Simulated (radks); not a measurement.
Results of a calculation; reference values are marked as such.
Task: Species: the barium ion Ba17+. Configuration: [Kr] 4d2 5p1 (not the ground configuration). Level of theory: scalar-relativistic Kohn-Sham, PBEsol, spin-polarised, spherical densities, point nucleus; open shells are filled with parallel spins first (spin-orbit coupling, left out, can overturn this in heavy ions) (a radial shooting solver on a logarithmic mesh with Libxc functionals). Some entries of the table are withheld. Estimate them.

orbital  occ.  eigenvalue (hartree)  <r^2> (bohr^2)  <r> (bohr)
1s up       1             -1384.399       0.0008890     0.02559
1s down     1             -1384.392       0.0008890     0.02559
2s up       1             -232.1028         0.01420      0.1097
2s down     1             -232.0563         0.01420      0.1097
2p up       3             -209.8062         0.01128     0.09616
2p down     3             -209.7669         0.01128     0.09615
3s up       1             -60.74713         0.09644      0.2906
3s down     1             -60.71718         0.09636      0.2905
3p up       3             -53.60056         0.09617      0.2881
3p down     3             -53.56724         0.09607      0.2880
3d up       5             -43.30987         0.08201      0.2639
3d down     5             -43.26530         0.08193      0.2638
4s up       1             -22.60257             (1)         (2)
4s down     1             -22.44853             (3)         (4)
4p up       3             -20.12519          0.4908         (5)
4p down     3             -19.96979          0.4902         (6)
4d up       2             -16.50987          0.5415      0.6884
4d down     0             -16.35298          0.5406      0.6878
5p up       1             -10.40110           1.709       1.237
5p down     0             -10.24316           1.710       1.237

Result: 
(1) 4s up <r^2> (bohr^2): 0.4524
(2) 4s up <r> (bohr): 0.6347
(3) 4s down <r^2> (bohr^2): 0.4518
(4) 4s down <r> (bohr): 0.6343
(5) 4p up <r> (bohr): 0.6593
(6) 4p down <r> (bohr): 0.6588
